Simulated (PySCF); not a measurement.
## Electric field gradients and quadrupole coupling constants

C5H4F4S.
Numbering: `[F:1][C@H:2]1[CH2:3][CH:4]=[C:5]([C:6]([F:7])([F:8])[F:9])[S:10]1` (hydrogens: H11 on C2; H12, H13 on C3; H14 on C4)

Geometry (GFN2-xTB, Å), atoms numbered from 1 in this order:
```
atom  x, y, z in Å
F1    -2.112    1.012   -1.435
C2    -1.517    1.111   -0.208
C3    -1.523   -0.250    0.491
C4    -0.159   -0.842    0.362
C5     0.779   -0.006   -0.075
C6     2.225   -0.328   -0.265
F7     2.630   -0.168   -1.532
F8     2.494   -1.602    0.064
F9     3.025    0.438    0.492
S10    0.233    1.627   -0.433
H11   -2.048    1.901    0.329
H12   -2.278   -0.884    0.020
H13   -1.781   -0.140    1.547
H14    0.029   -1.869    0.621
```

Field gradients from the PBE0/pcSseg-1 density (PySCF, non-relativistic), principal values in atomic units, ordered |Vxx| ≤ |Vyy| ≤ |Vzz|:

```json
{"atom": "S10", "Vxx": "0.3448", "Vyy": "2.3989", "Vzz": "-2.7437"}
```

Question: Find the asymmetry η = (Vxx − Vyy)/Vzz and the couplings χ = eQV/h (234.96 MHz × Q in barn × V in au), with Q(33S) = −0.0678 b.

Answer: 
```tsv
atom	environment	nucleus	η	χzz (MHz)	χxx (MHz)	χyy (MHz)
S10	sulfide sulfur	33S	0.75	43.71	-5.49	-38.22
```

Question: What is Vzz at S10 in SI units (1 au = 9.71736 × 10²¹ V/m²)?

Answer: -2.7437 au = -26.661 × 10²¹ V/m².

Were the hydrogens deuterons (Q(2H) = 0.00286 b), χzz would run from 193 kHz (H11) to 224 kHz (H14).

Isolated species at its GFN2-xTB geometry (one conformer only). GFN2-xTB bond lengths can be off by several hundredths of an ångström, more for odd bonds, and the gradients follow them. With so small a basis the couplings can be 20 % off.
